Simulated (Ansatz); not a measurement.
System: sum formula H3SiO2Br2, net charge 1, singlet state. It need not be the lowest isomer of its formula. 
Geometry from a B3LYP-D3(BJ)/def2-TZVP (Ansatz, a first-principles code) optimisation:
```xyz
8

Si    -0.5569    -0.0082     0.1784
Br    -0.0151    -0.5006    -1.8489
Br     1.1078     0.1885     1.5412
O     -1.2561     1.6769     0.1199
O     -1.9142    -0.6370     0.7505
H     -0.7255     2.4828     0.2389
H     -2.1782    -1.5605     0.6730
H     -2.1823     1.7974     0.3983
```
Charge +1, spin multiplicity 1.

Basis-set convergence of Hartree-Fock and CCSD correlation energies (hartree) with Ansatz. Cores are frozen in the correlated levels unless marked. Spin-orbit coupling is left out. The frozen core is the preceding noble-gas configuration, with the filled d and f shells of earlier blocks. No relativistic terms.

| basis | functions | E(HF) | E(corr, CCSD) |
|---|---|---|---|
| def2-SVP | 125 | -5584.30753 | -0.73634 |
| def2-TZVPP | 242 | [?] | [?] |

**Question.** Some entries are withheld; supply them.

**Answer.** 
- def2-TZVPP, E(HF): -5585.24731
- def2-TZVPP, E(corr, CCSD): -0.94538
